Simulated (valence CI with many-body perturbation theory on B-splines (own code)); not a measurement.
## Forbidden lines of Re34+

Computed by valence CI with perturbative core correlation (CI+MBPT): five valence electrons over a frozen Dirac-Fock core [Kr], a basis of 7 s, 7 p, 8 d, 6 f, 4 g, 1 h functions for each j, with the one-electron correlation potential Σ1, the two-electron term Σ2, the three-electron term Σ3, Breit, model QED; selected CI, second order for the rest, scaled by the run's own slope (own B-spline code, finite nucleus).

The last digits are not significant, and no measured levels were compared; by estimate large intervals hold to a few tenths of a per cent, small ones and those within an open d or f shell to about a per cent. The list stops below the first excitations out of the core.

Lines 1 to 50 of 120 in falling wavelength, among levels below 1033600 cm⁻¹, chosen from the decays that carry over 1 % of a level's rate. Wavelengths and rates use the calculated energies. Electric multipoles are in the length gauge, E1 and E2 with the static RPA response of the core. Weak lines are less certain than strong ones. Lines between different terms over intervals too small for the method are left out, as are lines whose strength nearly cancels. Branching is blank where the lifetime is uncertain.

Levels are named by their leading jj configuration (3d3/2^4 stands for four electrons in 3d with j = 3/2), which in mixed levels can hold well under half, so a name can repeat and another be missing. Letters in brackets count levels of one name in rising energy.

```tsv
λ vac (nm)	Upper	Lower	Type	A (s⁻¹)	Branch %
1265	(4d3/2^3 4d5/2^2) J=11/2	(4d3/2^3 4d5/2^2) J=7/2 [a]	E2	2.88e-07	
794.2	(4d3/2^3 4d5/2^2) J=9/2	(4d3/2^3 4d5/2^2) J=11/2	M1	1.89e+01	15.2
648.5	(4d3/2^3 4d5/2^2) J=7/2 [b]	(4d3/2^3 4d5/2^2) J=5/2 [b]	M1	2.66e+01	1.3
488.0	(4d3/2^3 4d5/2^2) J=9/2	(4d3/2^3 4d5/2^2) J=7/2 [a]	M1	9.50e+01	76.3
402.1	(4d3/2^3 4d5/2^2) J=5/2 [b]	(4d3/2^3 4d5/2^2) J=3/2 [a]	M1	1.37e+02	3.1
309.6	(4d3/2^3 4d5/2^2) J=1/2	(4d3/2^3 4d5/2^2) J=3/2 [a]	M1	8.74e+02	96.2
263.0	(4d3/2^3 4d5/2^2) J=7/2 [a]	(4d3/2^3 4d5/2^2) J=5/2 [a]	M1	5.64e+02	2.0
225.1	(4d3/2^3 4d5/2^2) J=7/2 [b]	(4d3/2^3 4d5/2^2) J=7/2 [a]	M1	2.00e+02	9.6
191.0	(4d3/2^2 4d5/2^3) J=1/2 [b]	(4d3/2^2 4d5/2^3) J=3/2 [a]	M1	1.49e+03	2.0
187.5	(4d3/2^3 4d5/2^2) J=3/2 [b]	(4d3/2^3 4d5/2^2) J=1/2	M1	1.90e+02	1.8
183.1	(4d3/2^2 4d5/2^3) J=7/2 [b]	(4d3/2^2 4d5/2^3) J=7/2 [a]	M1	4.18e+02	1.6
176.7	(4d3/2^2 4d5/2^3) J=9/2 [c]	(4d3/2^2 4d5/2^3) J=9/2 [b]	M1	1.26e+03	4.2
164.6	(4d3/2^3 4d5/2^2) J=3/2 [b]	(4d3/2^3 4d5/2^2) J=5/2 [b]	M1	5.17e+02	4.8
154.5	(4d3/2^2 4d5/2^3) J=1/2 [a]	(4d3/2^3 4d5/2^2) J=3/2 [b]	M1	2.55e+03	3.0
149.2	(4d3/2^3 4d5/2^2) J=5/2 [b]	(4d3/2^3 4d5/2^2) J=5/2 [a]	M1	3.21e+03	73.5
141.0	(4d3/2^2 4d5/2^3) J=3/2 [c]	(4d3/2^2 4d5/2^3) J=1/2 [b]	M1	8.53e+02	2.7
132.4	(4d3/2^2 4d5/2^3) J=5/2 [b]	(4d3/2^3 4d5/2^2) J=3/2 [b]	M1	2.21e+03	3.1
116.8	(4d3/2^3 4d5/2^2) J=3/2 [b]	(4d3/2^3 4d5/2^2) J=3/2 [a]	M1	1.44e+03	13.4
114.9	(4d3/2^2 4d5/2^3) J=3/2 [b]	(4d3/2^2 4d5/2^3) J=5/2 [a]	M1	8.82e+02	2.4
110.4	(4d3/2^2 4d5/2^3) J=3/2 [c]	(4d3/2^2 4d5/2^3) J=5/2 [c]	M1	1.85e+03	5.8
98.54	(4d3/2^2 4d5/2^3) J=9/2 [a]	(4d3/2^3 4d5/2^2) J=7/2 [b]	M1	5.38e+03	11.8
95.59	(4d3/2^2 4d5/2^3) J=5/2 [c]	(4d3/2^3 4d5/2^2) J=3/2 [b]	M1	1.34e+04	14.5
93.78	(4d3/2^2 4d5/2^3) J=7/2 [a]	(4d3/2^3 4d5/2^2) J=5/2 [b]	M1	1.04e+04	15.4
93.16	(4d3/2^2 4d5/2^3) J=5/2 [a]	(4d3/2^3 4d5/2^2) J=3/2 [a]	M1	1.34e+03	1.0
91.94	(4d3/2^2 4d5/2^3) J=3/2 [b]	(4d3/2^3 4d5/2^2) J=3/2 [b]	M1	3.75e+02	1.0
89.70	(4d3/2^2 4d5/2^3) J=5/2 [a]	(4d3/2^3 4d5/2^2) J=7/2 [a]	M1	9.22e+03	7.1
88.95	(4d3/2^3 4d5/2^2) J=5/2 [a]	(4d3/2^4 4d5/2) J=5/2	M1	5.22e+04	100.0
86.84	(4d3/2^2 4d5/2^3) J=7/2 [a]	(4d3/2^3 4d5/2^2) J=9/2	M1	1.55e+04	22.9
84.71	(4d3/2^2 4d5/2^3) J=1/2 [a]	(4d3/2^3 4d5/2^2) J=1/2	M1	2.79e+04	33.2
83.68	(4d3/2 4d5/2^4) J=7/2 [a]	(4d3/2^2 4d5/2^3) J=5/2 [c]	M1	9.78e+03	6.6
83.01	(4d3/2^2 4d5/2^3) J=11/2	(4d3/2^3 4d5/2^2) J=9/2	M1	6.72e+03	
82.73	(4d3/2^2 4d5/2^3) J=5/2 [b]	(4d3/2^3 4d5/2^2) J=7/2 [b]	M1	7.32e+03	10.3
82.33	(4d3/2 4d5/2^4) J=5/2 [a]	(4d3/2^2 4d5/2^3) J=3/2 [a]	M1	8.82e+03	4.8
80.44	(4d3/2^2 4d5/2^3) J=1/2 [b]	(4d3/2^3 4d5/2^2) J=3/2 [b]	M1	9.94e+02	1.3
79.82	(4d3/2^2 4d5/2^3) J=3/2 [a]	(4d3/2^3 4d5/2^2) J=1/2	M1	5.07e+03	3.8
78.26	(4d3/2^3 4d5/2^2) J=3/2 [b]	(4d3/2^3 4d5/2^2) J=5/2 [a]	M1	1.28e+03	12.0
77.37	(4d3/2 4d5/2^4) J=7/2 [a]	(4d3/2^2 4d5/2^3) J=9/2 [b]	M1	1.00e+04	6.7
75.67	(4d3/2^2 4d5/2^3) J=5/2 [d]	(4d3/2^2 4d5/2^3) J=5/2 [b]	M1	3.88e+03	3.7
75.35	(4d3/2^2 4d5/2^3) J=3/2 [a]	(4d3/2^3 4d5/2^2) J=5/2 [b]	M1	2.12e+04	15.8
75.15	(4d3/2^2 4d5/2^3) J=11/2	(4d3/2^3 4d5/2^2) J=11/2	M1	3.96e+04	
73.72	(4d3/2^2 4d5/2^3) J=7/2 [a]	(4d3/2^3 4d5/2^2) J=7/2 [a]	M1	2.44e+04	36.1
73.68	(4d3/2^2 4d5/2^3) J=5/2 [d]	(4d3/2^2 4d5/2^3) J=3/2 [a]	M1	4.73e+03	4.5
73.37	(4d3/2^2 4d5/2^3) J=5/2 [b]	(4d3/2^3 4d5/2^2) J=5/2 [b]	M1	2.79e+04	39.4
72.46	(4d3/2^2 4d5/2^3) J=9/2 [a]	(4d3/2^3 4d5/2^2) J=11/2	M1	1.56e+04	34.1
72.42	(4d3/2 4d5/2^4) J=11/2	(4d3/2^2 4d5/2^3) J=9/2 [b]	M1	9.58e+03	7.8
71.33	(4d3/2^2 4d5/2^3) J=9/2 [b]	(4d3/2^3 4d5/2^2) J=7/2 [b]	M1	7.79e+03	8.4
68.57	(4d3/2^2 4d5/2^3) J=7/2 [b]	(4d3/2^3 4d5/2^2) J=7/2 [b]	M1	8.41e+03	32.6
68.54	(4d3/2^2 4d5/2^3) J=9/2 [a]	(4d3/2^3 4d5/2^2) J=7/2 [a]	M1	2.42e+04	53.0
67.78	(4d3/2 4d5/2^4) J=5/2 [a]	(4d3/2^2 4d5/2^3) J=7/2 [a]	M1	3.62e+04	19.9
67.30	(4d3/2 4d5/2^4) J=7/2 [a]	(4d3/2^2 4d5/2^3) J=5/2 [b]	M1	2.41e+04	16.2
```
